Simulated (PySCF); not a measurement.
# One molecule, several mistakes: AlC3H8 cation

Calculated results; nothing here was measured. They come from PySCF 2.14.0, an open-source quantum chemistry program, on an isolated molecule that a program drew, which may never have been made. The molecule is AlC3H8 cation (charge +1, singlet), drawn as the SMILES string `C[CH](C)[AlH+]`.

Each row is a Hartree-Fock (HF) and frozen-core CCSD(T) single point in the cc-pV(D+d)Z basis, meant for a local HF minimum. Run 1 is clean. Each other run has one planted mistake out of seven kinds, and not every kind appears here: one electron removed, one electron added, multiplicity raised by two, geometry at a saddle point, minimal basis STO-3G, one bond length entered in bohr, all coordinates scaled. The reference is restricted for singlets and unrestricted otherwise, and also for a bond in bohr. Adding or removing an electron swaps singlet and doublet. Electrons count all cores. HOMO and LUMO are orbital energies over both spins, the gradient is its largest component, and the lowest frequency (negative if imaginary) is given only where the gradient is small. Bond lengths are over the 11 bonds as drawn. T1 is the CCSD diagnostic: over 0.02 (restricted) or 0.045 (unrestricted) a single reference is doubtful.

Geometry of the clean run:
```xyz
12
AlC3H8 cation, angstrom
C    -0.0232    0.6143   -0.4755
C     0.5248   -0.0756    0.7921
C    -0.3348   -1.2798    1.2326
Al    0.7986    1.2002    2.2558
H     0.6148    1.4300   -0.8221
H    -1.0321    1.0040   -0.3257
H    -0.0743   -0.1211   -1.2809
H     1.5416   -0.4324    0.5820
H    -0.3851   -1.9947    0.4090
H     0.0843   -1.8058    2.0930
H    -1.3589   -0.9861    1.4719
H     1.0256    2.2069    3.4137
```

```
run,electrons,basis functions,<S^2>,HOMO (eV),LUMO (eV),gradient (hartree/bohr),lowest frequency (cm^-1),mean bond (Å),longest bond (Å),T1,HF (hartree),CCSD(T) (hartree),mistake
1,38,105,0.000,-15.85,-4.21,3.3e-05,157,1.2953,1.961,0.0098,-359.91720,-360.46969,no fault
2,38,105,2.057,-11.38,-7.20,1.0e-01,-,1.2953,1.961,0.0597,-359.76234,-360.30088,multiplicity raised by two
3,38,105,0.702,-15.19,-4.26,2.4e-02,-,1.3837,2.063,0.0566,-359.78875,-360.33943,one bond length entered in bohr
4,39,105,0.781,-5.26,1.14,9.8e-03,-,1.2953,1.961,0.0122,-360.09084,-360.65834,one electron added
5,38,105,0.000,-15.42,-4.24,5.3e-02,-,1.4145,2.141,0.0112,-359.84523,-360.41828,all coordinates scaled
6,37,105,0.778,-23.57,-13.65,8.8e-02,-,1.2953,1.961,0.0223,-359.37677,-359.90543,?
```

**Which mistake was planted in run 6, and what did it cost?**

It counts 37 electrons, one fewer than the clean run, at the same geometry and basis. So the mistake is: one electron removed. Subtracting run 1 and multiplying by 627.51 kcal/mol a hartree, the energy moved by 339.1 kcal/mol in HF and 354.1 kcal/mol in CCSD(T).

Cautions from the logs. Run 2: T1 is over the limit, so its CCSD(T) energy is less reliable; run 3: T1 is over the limit, so its CCSD(T) energy is less reliable.
